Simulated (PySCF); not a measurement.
**Oscillator strengths, rates and cross-sections**

C8H7N.
SMILES with atom numbers: `[cH:1]1[cH:2][cH:3][n:4]2[cH:5][cH:6][cH:7][c:8]2[cH:9]1` (hydrogens: H10 on C1; H11 on C2; H12 on C3; H13 on C5; H14 on C6; H15 on C7; H16 on C9)

Structure used (GFN2-xTB), in Å, numbered top down from 1:
```
atom  x, y, z in Å
C1     2.1598   -0.3910    0.0608
C2     1.9204    1.0019   -0.0170
C3     0.6493    1.4759   -0.0644
N4    -0.4016    0.6157   -0.0388
C5    -1.7285    0.8692   -0.0770
C6    -2.4039   -0.3318   -0.0295
C7    -1.4610   -1.3586    0.0408
C8    -0.2073   -0.7653    0.0353
C9     1.1081   -1.2585    0.0864
H10    3.1759   -0.7514    0.0990
H11    2.7504    1.6892   -0.0387
H12    0.4113    2.5278   -0.1237
H13   -2.1069    1.8709   -0.1351
H14   -3.4702   -0.4482   -0.0444
H15   -1.6566   -2.4110    0.0894
H16    1.2532   -2.3258    0.1455
```

Method used: TDDFT CAM-B3LYP/def2-SVPD, vertical, gas phase, core orbitals frozen in the response in PySCF.

Computed singlets with f of 0.002 or more:

| state | ν̃ (cm⁻¹) | f |
| --- | --- | --- |
| S1 | 31810 | 0.050 |
| S2 | 39400 | 0.031 |
| S4 | 48130 | 0.702 |
| S7 | 50920 | 0.060 |

Q: Give A, τ, |μ| and ∫σ dE for each state.

A: A / s⁻¹ = 0.6670 f (ν̃ / cm⁻¹)² and τ = 1/A in vacuum; |μ| follows from f = (2/3) ΔE |μ|² (atomic units, 1 au = 2.5417 D); ∫σ dE = 109.76 f Mb·eV.

```
state  A (s⁻¹)       τ  |μ| (D)  ∫σ dE (Mb·eV)
   S1  3.4×10⁷   29 ns     1.84            5.5
   S2  3.2×10⁷   31 ns     1.30            3.4
   S4  1.1×10⁹  920 ps     5.57             77
   S7  1.0×10⁸  9.7 ns     1.58            6.6
```

Leading configurations: S1 H→L (95%); S2 H→L+1 (56%); S4 H-1→L (55%); S7 H-1→L+1 (57%) (H = HOMO, L = LUMO).

Only emission to the ground state at the vertical energy is counted.

Q: What is the integrated cross-section of all computed states together?

A: Σf = 0.845 over S1 to S8, so 109.76 × Σf ≈ 92.8 Mb·eV.

Q: By what factor does the largest A in the list exceed the smallest?

A: S4 has 33 times the rate of S2.

Q: Suppose S1 emitted 0.3 eV lower with the same transition dipole. How would A change?

A: At fixed |μ|, A goes as the cube of the energy: (3.64/3.94)³ = 0.79, which makes τ about 37 ns.

On one thread, x86-64 server (shared host), this took 39 s of wall time.
